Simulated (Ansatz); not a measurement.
`C[Si](N)(F)Cl` + H₂O → `C[Si](N)(O)F` + HCl at 500 K and 1 bar (formal hydrolysis of the Si–Cl bond).

Gas-phase electronic energies from Ansatz, PBE0-D4/def2-TZVP geometries. CCSD(T)/CBS is the MP2 limit (def2-TZVPP, def2-QZVPP) plus CCSD(T) − MP2 in def2-TZVPP, frozen cores. This one scheme is used for every species. One conformer a species, not always the lowest.

```json
{"species": "`C[Si](N)(F)Cl`", "CCSD(T)/CBS energy (Eh)": "-944.59780", "H − E (kJ/mol)": "227.4", "S (J/(mol·K))": "419.7"}
{"species": "H₂O", "CCSD(T)/CBS energy (Eh)": "-76.37941", "H − E (kJ/mol)": "73.2", "S (J/(mol·K))": "206.3"}
{"species": "`C[Si](N)(O)F`", "CCSD(T)/CBS energy (Eh)": "-560.59755", "H − E (kJ/mol)": "262.8", "S (J/(mol·K))": "419.7"}
{"species": "HCl", "CCSD(T)/CBS energy (Eh)": "-460.38127", "H − E (kJ/mol)": "32.5", "S (J/(mol·K))": "201.9"}
```

H − E and S are ideal-gas, rigid-rotor, harmonic terms from PBE0-D4/def2-TZVP, for one conformer and one mirror image of each species. 1 Eh = 2625.50 kJ/mol, R = 8.31446 J/(mol·K).

Q: By hand: ΔE, ΔH, ΔS and ΔG.

A: ΔE = (-560.59755) + (-460.38127) − (-944.59780) − (-76.37941) = -0.00161 Eh = -4.2 kJ/mol. Δ(H − E) = 262.8 + 32.5 − 227.4 − 73.2 = -5.3, so ΔH = -9.5 kJ/mol. ΔS = 419.7 + 201.9 − 419.7 − 206.3 = -4.4 J/(mol·K). ΔG = -9.5 − 500 × (-4.4)/1000 = -7.3 kJ/mol.

Q: By hand: the equilibrium constant, and the temperature at which ΔG would vanish if ΔH and ΔS stayed fixed.

A: log₁₀ K = −ΔG/(RT ln 10) = 0.8. ΔG = 0 at ΔH/ΔS = 2159 K, though so small a ΔH makes that figure unsure.

The number of gas molecules stays the same, so ΔS is small and ΔH decides. A doubt of 5 kJ/mol in ΔE shifts log₁₀ K by 0.5 here. Other conformers and mirror images would add mixing entropy, several J/(mol·K) or more a flexible species. These are equilibria of isolated gas molecules and say nothing of rates. Largest T1 diagnostic: 0.010 (customary marks: 0.02 for closed shells, 0.045 for open ones).
